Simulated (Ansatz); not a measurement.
Relaxation of C2H5NSi (9 atoms, charge 0, multiplicity 1), to a largest force component of 0.02 eV/Å in at most 50 steps.

Method: Ansatz 0.2.0, RKS B3LYP/def2-SVP.

```xyz
9
Properties=species:S:1:pos:R:3:forces:R:3
Si 0.009 0.669 -1.016 -0.72 2.69 -2.51
N -0.684 -0.032 0.334 -2.89 -0.36 -1.43
C -0.245 -0.210 1.579 5.88 4.71 10.22
C -0.471 -1.261 0.854 -0.97 -6.84 -5.60
H 1.397 0.335 -1.158 1.12 -0.26 0.06
H -0.157 2.202 -0.890 0.21 -0.89 -0.01
H -0.739 0.250 -2.229 0.03 -0.14 0.02
H 0.827 0.019 1.937 -0.40 -0.27 -1.10
H -0.600 -0.328 2.603 -2.26 1.36 0.35
```

Where does it end, and by what steps?

The run converged. After 8 steps the energy has fallen by 2.339 eV; H8 moved furthest, 0.72 Å. The start is strongly strained (largest force component 10 eV/Å).

| step | energy less start (eV) | largest force component (eV/Å) | accepted |
| --- | --- | --- | --- |
| 0 | 0.0000 | 10.221 | yes |
| 1 | -1.5156 | 5.866 | yes |
| 2 | -2.0052 | 2.980 | yes |
| 3 | -2.1661 | 1.023 | yes |
| 4 | -2.2898 | 0.324 | yes |
| 5 | -2.3322 | 0.282 | yes |
| 6 | -2.3378 | 0.064 | yes |
| 7 | -2.3390 | 0.031 | yes |
| 8 | -2.3393 | 0.010 | yes |

```xyz
9
Properties=species:S:1:pos:R:3
Si 0.029 0.766 -1.096
N -0.300 -0.208 0.348
C -0.099 -0.355 1.774
C -0.888 -1.274 0.815
H 1.502 0.835 -1.284
H -0.514 2.132 -0.868
H -0.640 0.094 -2.238
H 0.893 -0.670 2.123
H -0.647 0.324 2.439
```

The run took 14 s on 2 threads of Arm Neoverse V2, on a shared host, peak memory 0.16 GiB.
